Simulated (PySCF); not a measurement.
Vertical excitations of a molecule C2H5FOSi from TDA-PBE0/def2-SVPD (PySCF), as energy in eV (oscillator strength): 6.45 (0.004), 7.40 (0.352), 7.75 (0.035), 7.83 (0.100), 8.11 (0.070), 8.23 (0.025), 8.37 (0.021), 8.44 (0.032), 8.60 (0.078), 8.77 (0.014). Lowest triplet (TDA): 4.16 eV. The structure is a stationary point at PBE0-D3(BJ)/def2-SVP. Other conformers were not sampled.

Q: Which molecule gave these data?
A. C=CO[SiH2]F
B. O=CC[SiH2]F
C. C=C[SiH](O)F
D. C=C(F)[SiH2]O

A: C, C=C[SiH](O)F
